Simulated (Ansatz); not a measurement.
Consider the hydrogenolysis of the Si–Si bond: `[SiH3][SiH2][O][GeH3]` + H₂ → `[SiH3][O][GeH3]` + SiH₄.

Isolated molecules relaxed with PBE0-D4/def2-TZVP in Ansatz; ΔE leaves out vibrations. CCSD(T)/CBS is the MP2 limit (def2-TZVPP, def2-QZVPP) plus CCSD(T) − MP2 in def2-TZVPP, frozen cores. This one scheme is used for every species. Functionals use def2-TZVPP. For Ge outer-core shells are correlated without core-valence functions, which leaves a few kJ/mol of doubt a bond. Scalar relativity is left out up to krypton. One conformer a species, not always the lowest.

`[SiH3][SiH2][O][GeH3]`:

Cartesian coordinates in Å:
```
Si -1.387 1.337 0.676
Si 0.843 0.614 0.832
O 1.305 -0.251 -0.480
Ge 0.661 -1.671 -1.331
H -2.314 0.173 0.599
H -1.742 2.136 1.882
H -1.601 2.179 -0.532
H 0.985 -0.198 2.077
H 1.750 1.788 0.944
H 1.632 -1.928 -2.487
H -0.751 -1.328 -1.835
H 0.619 -2.851 -0.345
```

H₂:

```xyz
2

H    -0.213   -0.231    0.200
H     0.213    0.231   -0.200
```

`[SiH3][O][GeH3]`:

Cartesian coordinates in Å:
```
Si 1.267 0.888 0.125
O 0.453 -0.477 -0.253
Ge -1.247 -0.983 -0.164
H 0.765 2.046 -0.667
H 2.703 0.669 -0.179
H 1.112 1.221 1.569
H -1.273 -2.424 -0.683
H -2.079 -0.043 -1.051
H -1.702 -0.897 1.303
```

SiH₄:

```xyz
5

Si    0.000    0.000    0.000
H    -0.542   -1.300    0.470
H    -1.000    0.667   -0.871
H     1.249   -0.233   -0.769
H     0.293    0.866    1.170
```

CCSD(T)/CBS gives -24.9 kJ/mol.

Another level gave -28.7 kJ/mol. Which?
A. B2PLYP/def2-TZVPP
B. CCSD(T)/def2-TZVPP
C. PBE-D4/def2-TZVPP
D. HF/def2-TZVPP

B. CCSD(T)/def2-TZVPP -28.7, B2PLYP -34.2, PBE-D4 -8.6, HF/def2-TZVPP -59.3 kJ/mol.

Largest T1 diagnostic among the species: 0.013.

At CCSD(T), def2-SVP lies −15.5 kJ/mol from the extrapolated value and def2-TZVPP −3.8 kJ/mol. Leaving LDA and LC-ωPBE aside and taking each functional with its dispersion term where it has one, the values, not all of them listed here, spread over 27.8 kJ/mol, from B2PLYP to revPBE-D4. LDA lies +3.6 kJ/mol from PBE without D4.

CCSD(T)/CBS has its own doubt, a few kJ/mol and more with outer-core shells, so smaller differences from it don't rank the levels.
